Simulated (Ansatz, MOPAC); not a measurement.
Species: SF3, net charge 1, singlet state. SMILES: F[S+](F)F
Geometry: optimised at B3LYP-D3(BJ)/def2-TZVP (Ansatz, an electronic-structure program).

Wanted: vertical ionisation energy to the doublet, in eV. Set-up: 6-311+G** with 5d, 6d on Na to Ar in Ansatz; frozen cores in correlated levels; no dispersion term unless named; non-relativistic; no spin-orbit coupling; UHF or UKS for open shells; 6-31G* and kin with 6d, 5d where marked; each state is the SCF solution reached for its charge and spin. Ab initio and DFT rows: single points at B3LYP-D3(BJ) geometries (Ansatz). Semi-empirical rows: differences of heats of formation at the shared geometry for vertical values.

```tsv
level	program	vertical ionisation energy to the doublet (eV)
AM1	MOPAC	18.65
PM3	MOPAC	18.12
PM6	MOPAC	17.05
HF/6-31G*	Ansatz	22.15
HF/6-311+G**	Ansatz	22.35
PBE/6-31G*	Ansatz	21.61
B3LYP/STO-3G	Ansatz	18.94
B3LYP/3-21G	Ansatz	22.14
B3LYP/6-31G*	Ansatz	22.13
MP2/6-31G*	Ansatz	22.16
B3LYP/def2-TZVPD	Ansatz	22.20
```

No value to compare with is used here. The 10 habitual levels span 17.05 (PM6) to 22.35 eV (HF/6-311+G**); B3LYP/def2-TZVPD gives 22.20.

The levels are drawn from those run, B3LYP/6-31G* more often than the rest, none by its result; left out are runs that failed, that the program found above a lower state of the same kind, or whose <S^2> lies over 0.5 above the pure value.
